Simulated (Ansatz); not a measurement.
Cost and result for the atomization energy of CH8Al2Ge, SMILES `[AlH2][CH2][AlH][GeH3]` (12 atoms, 11 bonds).

```xyz
12

Al   -1.4508    1.4534    1.5065
C    -0.9879    1.0370   -0.3290
Al   -0.4098   -0.7663   -0.7336
Ge    1.9868   -1.3841   -0.5993
H    -0.3189    1.9163    2.5198
H    -2.9510    1.2990    2.0034
H    -0.1680    1.7105   -0.6092
H    -1.8740    1.2408   -0.9436
H    -1.4855   -1.8752   -1.1126
H     2.2426   -2.4680    0.4703
H     2.9027   -0.1943   -0.2460
H     2.5139   -1.9692   -1.9265
```

Charge 0, multiplicity 1. Correlated methods include outer-core shells of Ge, which these sets cover unevenly. Scalar relativity is left out up to krypton. Geometry: relaxed with PBE0-D4/def2-TZVP. It is one conformer, not always the lowest. Program: Ansatz. All runs use 4 threads of an Arm Neoverse V1 on a shared host. Times are those of one run each, without the atoms' runs, and a repeat can differ threefold. Electronic energies, without spin–orbit coupling; frozen cores. CCSD(T)/CBS adds CCSD(T) − MP2 in def2-TZVPP to the MP2 limit, and its time is that of the two runs behind it. T1 = 0.012. With those shells the extrapolation isn't a true limit. B3LYP takes the VWN-RPA correlation (the form of Gaussian; ORCA's B3LYP/G).

CCSD(T)/CBS is a level of theory with its own doubt, some kJ/mol a heavy atom from the limit and from the frozen cores, so smaller differences don't rank the functionals.

| level | functions | wall time | atomization (kJ/mol) | difference from CCSD(T)/CBS | per bond |
| --- | --- | --- | --- | --- | --- |
| revPBE-D4/def2-TZVPP | 275 | 3.2 s | 3323.8 | -104.8 | -9.5 |
| PBE-D4/def2-TZVPP (with forces) | 275 | 3.8 s | 3378.7 | -49.9 | -4.5 |
| CAM-B3LYP-D4/def2-TZVPP | 275 | 6.5 s | 3417.7 | -10.9 | -1.0 |
| B3LYP-D4/def2-TZVPP (with forces) | 275 | 8 s | 3398.2 | -30.4 | -2.8 |
| r2SCAN-D4/def2-TZVPP (with forces) | 275 | 8 s | 3428.2 | -0.4 | 0.0 |
| r2SCANh-D4/def2-TZVPP | 275 | 8.5 s | 3417.8 | -10.8 | -1.0 |
| CCSD(T)/def2-SVP | 122 | 8.5 s | 3239.0 | -189.6 | -17.2 |
| PBE-QIDH/def2-TZVPP | 275 | 9 s | 3380.9 | -47.7 | -4.3 |
| B97M-V/def2-TZVPP | 275 | 14 s | 3483.7 | 55.1 | 5.0 |
| ωB97M-V/def2-TZVPP (with forces) | 275 | 18 s | 3408.1 | -20.5 | -1.9 |
| MP2/def2-QZVPP | 526 | 36 s | 3375.2 | -53.4 | -4.9 |
| CCSD(T)/def2-TZVPP | 275 | 4.3 min | 3357.1 | -71.5 | -6.5 |
| CCSD(T)/CBS(def2) | – | 4.9 min | 3428.6 | 0.0 | 0.0 |

From BLYP to BHLYP (50 % exact exchange), in def2-TZVPP and without D4, the atomization energy moves by +29.4 kJ/mol. The D4 term adds +37.9 kJ/mol with B3LYP and +20.2 kJ/mol with PBE0; it sums over pairs of atoms, weighted by their polarisabilities, and B3LYP, whose exchange is more repulsive, gets the larger term. At CCSD(T), def2-SVP lies −189.6 kJ/mol from the extrapolated value and def2-TZVPP −71.6 kJ/mol: correlation converges slowly with the basis, and small sets miss more of it in the bonded molecule than in its fragments.

For some Ge, Se and Sn compounds the MP2-based and the directly extrapolated limit differ by 10 to 25 kJ/mol.
